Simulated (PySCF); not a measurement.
# One molecule, several mistakes: BGeH5NO

These are calculations, not measurements. The program is PySCF 2.14.0, an open-source quantum chemistry code, run on an isolated molecule that a program drew, which may never have been made. The molecule is BGeH5NO (charge 0, doublet), drawn as the SMILES string `N[B][GeH2][OH]`.

Each row is a Hartree-Fock (HF) and frozen-core CCSD(T) single point in the cc-pVDZ basis, meant for a local HF minimum. Run 1 is clean. Each other run has one planted mistake out of seven kinds, and not every kind appears here: one electron removed, one electron added, multiplicity raised by two, geometry at a saddle point, minimal basis STO-3G, one bond length entered in bohr, all coordinates scaled. The reference is restricted for singlets and unrestricted otherwise, and also for a bond in bohr. Adding or removing an electron swaps singlet and doublet. Electrons count all cores. HOMO and LUMO are orbital energies over both spins, the gradient is its largest component, and the lowest frequency (negative if imaginary) is given only where the gradient is small. Bond lengths are over the 8 bonds as drawn. T1 is the CCSD diagnostic: over 0.02 (restricted) or 0.045 (unrestricted) a single reference is doubtful. Germanium has the cc-pVDZ-PP basis, with a core potential (ECP10MDF) in place of its 10 inner electrons, and its 3s, 3p and 3d shells are frozen in CCSD(T).

Geometry of the clean run:
```xyz
9
BGeH5NO, angstrom
N    -0.6179   -1.0583   -1.4202
B    -0.9752   -0.4654   -0.2301
Ge   -0.6365    1.4550    0.4795
O    -2.0697    2.0190    1.3928
H    -0.8389   -2.0099   -1.6384
H    -0.1297   -0.5875   -2.1582
H     0.5824    1.4688    1.4173
H    -0.4513    2.5378   -0.5918
H    -2.4554    1.3558    1.9464
```

| run | electrons | basis functions | <S^2> | HOMO (eV) | LUMO (eV) | gradient (hartree/bohr) | lowest frequency (cm^-1) | mean bond (Å) | longest bond (Å) | T1 | HF (hartree) | CCSD(T) (hartree) | mistake |
|---|---|---|---|---|---|---|---|---|---|---|---|---|---|
| 1 | 57 | 90 | 0.761 | -8.35 | 2.60 | 1.3e-05 | 61 | 1.4080 | 2.075 | 0.0155 | -450.28992 | -450.86162 | no fault |
| 2 | 58 | 90 | 0.000 | 0.43 | 8.49 | 5.6e-02 | - | 1.4080 | 2.075 | 0.0168 | -450.22755 | -450.83345 | one electron added |
| 3 | 57 | 90 | 3.774 | -6.11 | -0.76 | 1.5e-01 | - | 1.4080 | 2.075 | 0.0233 | -450.10455 | -450.63977 | ? |
| 4 | 56 | 90 | 0.000 | -16.67 | -5.91 | 8.5e-02 | - | 1.4080 | 2.075 | 0.0177 | -450.02684 | -450.59576 | ? |

**Which mistake was planted in run 3, and what did it cost?**

Electrons, basis and geometry are unchanged, and <S^2> is 3.774, beside S(S+1) = 3.75 for a multiplicity of 4. So the mistake is: multiplicity raised by two. Subtracting run 1 and multiplying by 627.51 kcal/mol a hartree, the energy moved by 116.3 kcal/mol in HF and 139.2 kcal/mol in CCSD(T).

**Which mistake was planted in run 4, and what did it cost?**

It counts 56 electrons, one fewer than the clean run, at the same geometry and basis. So the mistake is: one electron removed. Subtracting run 1 and multiplying by 627.51 kcal/mol a hartree, the energy moved by 165.1 kcal/mol in HF and 166.8 kcal/mol in CCSD(T).

Cautions from the logs. Run 2: the HOMO is above zero, so the electron isn't bound and the energy depends on the basis.
